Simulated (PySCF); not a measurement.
Predicted microwave data (wB97X-D/def2-SVPD in PySCF (dipole) on a GFN2-xTB geometry, gas phase) for one isomer of C6H7NO:

| Property | Result |
| --- | --- |
| Rotational constants | A = 5235, B = 1676, C = 1280 MHz |
| Dipole components | \|μa\| = 0.76 D, \|μb\| = 0.21 D, \|μc\| = 0.00 D |
| Inertial defect | -3.17 u·Å² |
| κ | -0.80 |

Task: Which structure is it? (One computed conformer of each.)
A. `[CH3:1][O:2][c:3]1[cH:4][cH:5][cH:6][cH:7][n:8]1` with C1–O2–C3–C4 180° (2-methoxypyridine)
B. `[CH2:1]=[C:2]=[C:3]=[CH:4][C:5](=[O:6])[NH:7][CH3:8]` with C3–C4–C5–O6 179°, C4–C5–N7–C8 180°

Result: A. It is COc1ccccn1, an asymmetric top, point group Cs. The candidates at the same level (rigid rotor, commonest isotopes):

| SMILES | A (MHz) | B (MHz) | C (MHz) | μa (D) | μb (D) | μc (D) | Δ (u·Å²) | point group | rotor |
| --- | --- | --- | --- | --- | --- | --- | --- | --- | --- |
| C=C=C=CC(=O)NC | 4291 | 1080 | 867.9 | 3.43 | 3.05 | 0.04 | -3.20 | – | asymmetric top |
| COc1ccccn1 | 5235 | 1676 | 1280 | 0.76 | 0.21 | 0.00 | -3.17 | Cs | asymmetric top |

`C=C=C=CC(=O)NC` has B 36 % too low. In the right answer the mirror of this Cs structure is the ab plane, so μc vanishes by symmetry. No structure here is proved a minimum.
